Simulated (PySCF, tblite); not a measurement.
Isomers of C7H10OS, one GFN2-xTB conformer each. Single-point energies are computed at PBE0/pcSseg-1 (PySCF, gas phase, no added dispersion term), electronic only.

Problem. Rank them by PBE0/pcSseg-1 energy, lowest first (kcal/mol).
A. `[CH3:1][C:2](=[O:3])[C@@:4]1([CH3:5])[CH2:6][CH2:7][C:8]1=[S:9]` with C1–C2–C4–C5 50°
B. `[CH3:1][C:2](=[O:3])[C@@H:4]1[CH2:5][CH2:6][C:7](=[S:8])[CH2:9]1` with C1–C2–C4–C5 -164°, C2–C4–C5–C6 -82°, C4–C5–C6–C7 -30°, C5–C6–C7–S8 -167°, C6–C7–C9–C4 10°
C. `[CH:1]#[C:2][C@H:3]1[CH2:4][CH2:5][S@:6](=[O:7])[CH2:8][CH2:9]1` with C2–C3–C4–C5 62°, C3–C4–C5–S6 67°, C4–C5–S6–O7 46°, C5–S6–C8–C9 62°

Solution. B (0.0), A (15.9), C (63.8).

As drawn, the lowest has a C=O bond and a C=S bond, which the highest lacks; the highest has a C≡C bond and an S=O bond, which the lowest lacks. GFN2-xTB itself gives, in the same order: 0.0, 13.2, 37.8. Both levels put the same isomer lowest; measured from each level's own lowest isomer, the values differ by up to 26.0 kcal/mol (C#C[C@H]1CC[S@](=O)CC1: 37.8 against 63.8).

Problem. Which frontier levels, dipoles and rotational constants go with these structures?

Solution. 
| SMILES | HOMO (eV, PBE0/pcSseg-1) | LUMO (eV) | dipole (D) | A, B, C (MHz) |
| --- | --- | --- | --- | --- |
| CC(=O)[C@@H]1CCC(=S)C1 | -6.27 | -1.98 | 4.11 | 2519, 883.1, 806.4 |
| CC(=O)[C@@]1(C)CCC1=S | -6.62 | -2.36 | 2.17 | 1743, 1281, 1041 |
| C#C[C@H]1CC[S@](=O)CC1 | -6.62 | 0.81 | 3.10 | 2664, 1066, 1008 |

Problem. What happens when harmonic zero-point energies from GFN2-xTB frequencies are added?

Solution. 
```
                SMILES  ZPE (kcal/mol)  electronic (kcal/mol)  with ZPE (kcal/mol)
CC(=O)[C@@H]1CCC(=S)C1            96.1                    0.0                  0.0
 CC(=O)[C@@]1(C)CCC1=S            95.2                   15.9                 15.1
C#C[C@H]1CC[S@](=O)CC1            95.5                   63.8                 63.2
```

The zero-point energies span 0.9 kcal/mol. The order is unchanged.
